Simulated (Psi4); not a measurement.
singlet silylene (H₂Si), singlet, at a GFN2-xTB geometry. Base run: CCSD(T)/6-311G** (Psi4).

Psi4 was given this input:
```
memory 2 GB

molecule mol {
0 1
  Si   -0.006668   -0.002780    0.122759
  H     0.047787    1.131724   -0.834069
  H     0.045568   -1.092808   -0.884561
}

set basis 6-311g**
set reference rhf

energy('ccsd(t)')
print_variables()
```

The base run was repeated with changes; each row names its change, and settings that it needs were set with it.

```json
[
 {"change": "base", "ΔE vs base (mEh)": "0.000", "MP2 correlation (Eh)": "-0.21201", "CC correlation without the perturbative part (Eh)": "-0.23730", "basis functions": "38"},
 {"change": "method = mp2", "ΔE vs base (mEh)": "29.097", "MP2 correlation (Eh)": "-0.21138", "CC correlation without the perturbative part (Eh)": "-", "basis functions": "38"},
 {"change": "method = dlpno-mp2", "ΔE vs base (mEh)": "29.146", "MP2 correlation (Eh)": "-0.21133", "CC correlation without the perturbative part (Eh)": "-", "basis functions": "38"},
 {"change": "cc_type = df", "ΔE vs base (mEh)": "0.606", "MP2 correlation (Eh)": "-0.21138", "CC correlation without the perturbative part (Eh)": "-0.23670", "basis functions": "38"},
 {"change": "method = mp3", "ΔE vs base (mEh)": "…", "MP2 correlation (Eh)": "-0.21138", "CC correlation without the perturbative part (Eh)": "-", "basis functions": "38"},
 {"change": "scf_type = pk; mp2_type = conv", "ΔE vs base (mEh)": "0.000", "MP2 correlation (Eh)": "-0.21201", "CC correlation without the perturbative part (Eh)": "-0.23730", "basis functions": "38"},
 {"change": "method = scs-mp2", "ΔE vs base (mEh)": "22.498", "MP2 correlation (Eh)": "-0.21201", "CC correlation without the perturbative part (Eh)": "-", "basis functions": "38"},
 {"change": "method = fno-ccsd(t)", "ΔE vs base (mEh)": "0.000", "MP2 correlation (Eh)": "-0.21201", "CC correlation without the perturbative part (Eh)": "-0.23730", "basis functions": "38"},
 {"change": "method = mp4", "ΔE vs base (mEh)": "…", "MP2 correlation (Eh)": "-0.21201", "CC correlation without the perturbative part (Eh)": "-", "basis functions": "38"},
 {"change": "puream = off", "ΔE vs base (mEh)": "…", "MP2 correlation (Eh)": "…", "CC correlation without the perturbative part (Eh)": "…", "basis functions": "…"}
]
```

What belongs in the gaps?


- method = mp3, ΔE vs base (mEh): 10.565
- method = mp4, ΔE vs base (mEh): 2.866
- puream = off, ΔE vs base (mEh): -1.601
- puream = off, MP2 correlation (Eh): -0.21356
- puream = off, CC correlation without the perturbative part (Eh): -0.23882
- puream = off, basis functions: 39
